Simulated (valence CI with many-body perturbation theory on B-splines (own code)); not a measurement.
# Ladder of approximations for Eu LIX

Calculated by valence CI with perturbative core correlation (CI+MBPT): three valence electrons over a frozen Dirac-Fock core [He], radial functions for each j: 11 s, 11 p, 9 d, 7 f, 5 g, 2 h, 1 i, with the one-electron correlation potential Σ1, the two-electron term Σ2, the three-electron term Σ3, Breit, model QED; selected CI, second order for the rest (own B-spline code, finite nucleus).

The last digits are not significant, and no measured levels were compared; by estimate large intervals hold to a few tenths of a per cent, small ones and those within an open d or f shell to about a per cent.

Each rung adds one term. CI alone is the Dirac-Coulomb CI over the frozen core; QED comes last and gives the full result, which names the levels. Energies are above (2s^2 2p1/2) J=1/2 on the same rung, in × 10³ cm⁻¹.

Levels are named by their leading jj configuration (3d3/2^4 stands for four electrons in 3d with j = 3/2), which in mixed levels can hold well under half, so a name can repeat and another be missing. Letters in brackets count levels of one name in rising energy.

```csv
Level,CI alone
(2s 2p1/2^2) J=1/2,1670.2
(2s^2 2p3/2) J=3/2,5791.3
(2s 2p1/2 2p3/2) J=3/2 [a],6958.8
(2s 2p1/2 2p3/2) J=5/2,7304.8
(2s 2p1/2 2p3/2) J=1/2,7726.6
(2s 2p1/2 2p3/2) J=3/2 [b],7768.4
(2p1/2^2 2p3/2) J=3/2,9514.5
(2s 2p3/2^2) J=5/2,12922
(2s 2p3/2^2) J=1/2,13589
(2s 2p3/2^2) J=3/2,13634
(2p1/2 2p3/2^2) J=3/2,14986
(2p1/2 2p3/2^2) J=5/2,15210
(2p1/2 2p3/2^2) J=1/2,15517
(2p3/2^3) J=3/2,21074
(2s^2 3s) J=1/2,59269
(2s^2 3p1/2) J=1/2,59837
```

Problem. What do these energies become with core correlation, Breit and QED?

Solution. (2s 2p1/2^2) J=1/2 1674.3 (+4.17); (2s^2 2p3/2) J=3/2 5712.0 (-79.26); (2s 2p1/2 2p3/2) J=3/2 [a] 6881.5 (-77.34); (2s 2p1/2 2p3/2) J=5/2 7175.4 (-129.47); (2s 2p1/2 2p3/2) J=1/2 7649.8 (-76.79); (2s 2p1/2 2p3/2) J=3/2 [b] 7662.1 (-106.26); (2p1/2^2 2p3/2) J=3/2 9422.3 (-92.18); (2s 2p3/2^2) J=5/2 12738 (-183.19); (2s 2p3/2^2) J=1/2 13456 (-132.22); (2s 2p3/2^2) J=3/2 13464 (-170.37); (2p1/2 2p3/2^2) J=3/2 14816 (-169.00); (2p1/2 2p3/2^2) J=5/2 14991 (-218.88); (2p1/2 2p3/2^2) J=1/2 15365 (-151.80); (2p3/2^3) J=3/2 20828 (-246.04); (2s^2 3s) J=1/2 59162 (-106.51); (2s^2 3p1/2) J=1/2 59729 (-108.36).

Problem. How does the ionisation energy move along the ladder, and which term matters most?

Solution. CI alone 13063, + Σ1 13063, + Σ2 13063, + Σ3 13063, + Breit 13044, + QED 13044 eV. The largest step is Breit, -19 eV. NIST lists 13050 ± 6 eV (theoretical).
